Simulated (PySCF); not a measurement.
Job file and geometry (Å, from GFN2-xTB) of an NMR shielding run on SMILES C1[C@H](C)C[C@@H](CC)P1C, C₈H₁₇P, GIAO PBE0/pcSseg-1 NMR shielding, non-relativistic, gas phase in PySCF 2.14.0, density-fitted response routines; density fitting, a coarse starting grid and PySCF grid level 2 are the driver's defaults:

```
$ OMP_NUM_THREADS=1 python probes_run.py task.json out

{"job": {"kind": "nmr", "xc": "PBE0", "basis": "pcSseg-1"}, "charge": 0, "multiplicity": 1}
C     -3.117474    -0.675810     0.494985
C     -1.708878    -1.209616     0.277222
C     -0.823147    -0.180686    -0.428323
C      0.558379    -0.734302    -0.781069
C      1.443688    -0.608560     0.457954
C      2.904744    -0.931347     0.169557
C      1.264234     0.824719     0.960113
P     -0.527483     1.302950     0.695696
C     -0.288532     2.581794    -0.626474
H     -3.727756    -1.402204     1.026577
H     -3.594402    -0.454007    -0.457919
H     -3.079727     0.241185     1.081313
H     -1.753323    -2.122132    -0.324632
H     -1.270553    -1.469108     1.243627
H     -1.346217     0.159039    -1.329494
H      0.489400    -1.771262    -1.115593
H      1.000172    -0.149677    -1.591901
H      1.075569    -1.303117     1.220377
H      3.505492    -0.821020     1.069846
H      3.301911    -0.262843    -0.592613
H      3.004729    -1.954991    -0.185538
H      1.904907     1.511281     0.401208
H      1.520288     0.912876     2.017567
H      0.350406     2.217983    -1.429509
H      0.155978     3.470099    -0.180271
H     -1.263453     2.851370    -1.029588
```

Q: What does the program print?

A: 
```
coarse grid: 20856 points
cycle   1  E = -655.7492122636  dE =  8.336e-01  |g| = 5.141e-01  |ddm| = 4.432e+00
cycle   2  E = -655.7307336172  dE =  1.848e-02  |g| = 5.881e-01  |ddm| = 1.015e+00
cycle   3  E = -655.8212297676  dE = -9.050e-02  |g| = 5.489e-02  |ddm| = 5.882e-01
cycle   4  E = -655.8218048165  dE = -5.750e-04  |g| = 2.948e-02  |ddm| = 1.054e-01
cycle   5  E = -655.8220158785  dE = -2.111e-04  |g| = 5.536e-03  |ddm| = 3.151e-02
cycle   6  E = -655.8220233684  dE = -7.490e-06  |g| = 1.720e-03  |ddm| = 8.448e-03
final grid: 192920 points
cycle   7  E = -655.8801156117  dE = -7.484e-05  |g| = 1.165e-02  |ddm| = 4.906e-02
cycle   8  E = -655.8800996203  dE =  1.599e-05  |g| = 1.412e-02  |ddm| = 2.282e-02
cycle   9  E = -655.8801508404  dE = -5.122e-05  |g| = 8.840e-04  |ddm| = 1.352e-02
cycle  10  E = -655.8801510152  dE = -1.748e-07  |g| = 3.258e-04  |ddm| = 1.421e-03
cycle  11  E = -655.8801510405  dE = -2.524e-08  |g| = 7.485e-05  |ddm| = 3.414e-04
cycle  12  E = -655.8801510418  dE = -1.359e-09  |g| = 2.242e-05  |ddm| = 1.194e-04
cycle  13  E = -655.8801510420  dE = -1.282e-10  |g| = 4.847e-06  |ddm| = 3.018e-05
converged SCF energy = -655.8801510420

GIAO shielding tensors (ppm)
atom      isotropic    diamagn.    paramagn.     s11        s22        s33       span
  0 C      171.184     246.338     -75.154    158.254    167.754    187.543     29.289
  1 C      154.906     247.900     -92.994    136.386    156.417    171.917     35.531
  2 C      135.365     253.653    -118.288    121.022    139.419    145.654     24.632
  3 C      140.528     249.618    -109.089    109.805    144.166    167.614     57.808
  4 C      146.467     249.146    -102.679    114.067    160.980    164.354     50.288
  5 C      163.189     244.667     -81.478    144.327    157.310    187.929     43.602
  6 C      146.151     254.983    -108.832    117.760    148.018    172.676     54.916
  7 P      359.940     968.070    -608.130    269.072    369.955    440.794    171.721
  8 C      168.690     254.289     -85.599    152.114    168.181    185.776     33.662
  9 H       30.629      27.374       3.254     25.606     27.402     38.878     13.272
 10 H       31.064      29.628       1.436     26.769     28.810     37.613     10.844
 11 H       29.933      30.135      -0.202     24.146     31.459     34.193     10.046
 12 H       30.263      32.083      -1.820     24.283     29.882     36.625     12.342
 13 H       30.510      32.820      -2.310     25.112     31.968     34.450      9.337
 14 H       30.373      36.214      -5.841     26.662     29.610     34.848      8.186
 15 H       30.125      34.014      -3.890     25.112     29.417     35.845     10.733
 16 H       30.032      34.449      -4.417     26.253     28.990     34.853      8.600
 17 H       29.672      34.009      -4.338     25.231     29.602     34.182      8.951
 18 H       30.306      28.379       1.927     25.468     27.717     37.734     12.266
 19 H       31.001      29.921       1.080     27.109     29.360     36.533      9.424
 20 H       30.282      28.805       1.477     24.991     27.852     38.004     13.013
 21 H       31.037      34.419      -3.382     26.016     31.119     35.976      9.960
 22 H       29.571      32.825      -3.253     24.877     28.011     35.826     10.949
 23 H       30.587      33.555      -2.968     25.360     30.782     35.620     10.260
 24 H       30.740      30.533       0.207     26.178     27.476     38.565     12.388
 25 H       30.775      31.352      -0.577     25.582     27.969     38.773     13.191
```

Size and cost of the density-fitted run: 245 basis functions, 97 s wall time on 1 thread of an Arm Neoverse N1, shared host; peak memory 1.1 GiB.
